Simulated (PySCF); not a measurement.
Computed shifts of a molecule C₅H₁₀Si, PySCF with PBE/pcSseg-1, GIAO, gas phase, atoms alike by connectivity averaged where their shifts nearly agree, in ppm (number of nuclei): ¹³C: 157.9 (1), 144.7 (1), 144.0 (1), 132.2 (1), 29.4 (1). ²⁹Si: -35.5 (1). ¹H: 6.82 (1), 6.61 (1), 6.55 (2), 6.12 (1), 4.85 (2), 2.26 (3). References: ¹³C against TMS (σ = 182.0 ppm); ²⁹Si against TMS (σ = 335.4 ppm); ¹H against TMS (σ = 31.49 ppm), references at their B3LYP-D3(BJ)/def2-TZVP geometries, non-relativistic. The structure is a stationary point at B3LYP-D3(BJ)/def2-SVP. One conformer was computed; it need not be the lowest.

**Question.** Pick the molecule that these values belong to.
A) C#C[C@H]([SiH3])CC
B) CC=C=C(C)[SiH3]
C) CC#CC[SiH2]C
D) C=C[SiH2]/C=C/C

**Answer.** D, C=C[SiH2]/C=C/C
